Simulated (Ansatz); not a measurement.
Single points on the cluster Pb2O⁻.

```yaml
crystal:
  periodic: [false, false, false]
  atoms:
    - {symbol: Pb, position_ang: [-1.391756, 0.721994, 0.027582]}
    - {symbol: Pb, position_ang: [1.540871, 0.266579, -0.116905]}
    - {symbol: O, position_ang: [-0.149115, -0.988573, 0.089323]}
basis:
  gaussian: {orbitals: def2-TZVPD, initial_orbitals: start.molden}
total_charge: -1
magnetization: {spin_polarized: true, initial_magnetization: 1}
hamiltonian: {xc: r2scan, dispersion: d4}
scf: {omitted_lower_state_checks: [starts]}
output: {orbitals: {seedname: orbitals}}
```

The file start.molden holds the orbitals of an earlier run on this structure, at another level or in another basis.

```sh
$ ansatz run in.yaml --threads 4 --pin off --events-out ev --progress --plain --max-ram 3916MiB
```

Output, abridged:

```
Functional definition: r2SCAN
976 factors; their error is unknown
mean field evaluation 1: about -12550.4372 eV, gradient 3.5e0 eV
mean field evaluation 2: about -12550.4761 eV, gradient 5.5e-2 eV
mean field evaluation 4: about -12550.4571 eV, gradient 4.8e-4 eV
mean field evaluation 8: about -12550.4571 eV, gradient 2.3e-5 eV
mean field -12550.45707051 eV, -461.2207903360 hartree, gradient 3.1e-6 eV, S^2 0.757635; 0 other end points of the search recorded, 0 dependent functions left out
reference -12550.45709382 eV, -461.2207911926 hartree; 27, 26 occupied and 125, 126 virtual orbitals, 976 factors
Total energy: -12550.47443188 eV, -461.2214283544 hartree
Checks for a lower state left out: starts
```

Run time 9.5 s (4 threads of Arm Neoverse V2 on a shared host).

The first input with `hamiltonian: {xc: pbe0, dispersion: d4}` (abridged; 3 s):

```
Functional definition: PBE0
mean field -12544.10470603 eV, -460.9873452472 hartree, gradient 1.6e-5 eV, S^2 0.754720
Total energy: -12544.19010024 eV, -460.9904834264 hartree
Checks for a lower state left out: starts
```

First input, but with `hamiltonian: {xc: pbe, dispersion: d4}` (abridged; 2.1 s):

```
Functional definition: PBE
mean field -12546.36617113 eV, -461.0704525566 hartree, gradient 1.4e-5 eV, S^2 0.752200
Total energy: -12546.46752118 eV, -461.0741771022 hartree
Checks for a lower state left out: starts
```

Geometry: PBE0-D4/def2-TZVP, that of the neutral singlet.

In the def2 sets Pb takes a core potential; there is no spin–orbit coupling. At r2SCAN-D4/def2-TZVPD, PBE0-D4/def2-TZVPD, PBE-D4/def2-TZVPD the highest occupied level of the charge -1 doublet lies above zero (up to 1.04 eV). Its loss leaves the charge 0 singlet, which lies 1.10 eV higher (vertical, at PBE-D4/def2-TZVPD), but this difference is unsure: the singlet is doubtful (restricted singlet, unstable towards broken spin symmetry at other levels and untested here). The structure comes from a short search, and lower isomers may exist.
